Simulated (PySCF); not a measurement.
Calculation: PBE0-D3(BJ)/def2-TZVP run with PySCF. All species are isolated molecules in the gas phase. One relaxed conformer stands for a flexible species; it need not be the lowest. Excitations are Tamm–Dancoff values on a coarser integration grid. The basis has no diffuse functions, so Rydberg states are missing or too high.

Reference species (SMILES): `C=[SiH]N(C)C` (C–Si–N–C torsion 180°) (neutral, multiplicity 1).

S1 oscillator strength: 0.036
S1 excitation (TDA): 5.19 eV
HOMO: -5.54 eV

Changed species: `C=[SiH]C(F)F` (C–Si–C–F torsion 11°) (X = difluoromethyl; the reference has X = dimethylamino).

**Question.** Give the shifts of the S1 oscillator strength, S1 excitation (TDA) and HOMO.

**Answer.** the S1 oscillator strength rises by 0.308, to 0.344; the S1 excitation (TDA) increases by 0.42 eV, to 5.61 eV; the HOMO falls by 1.34 eV, to -6.88 eV.
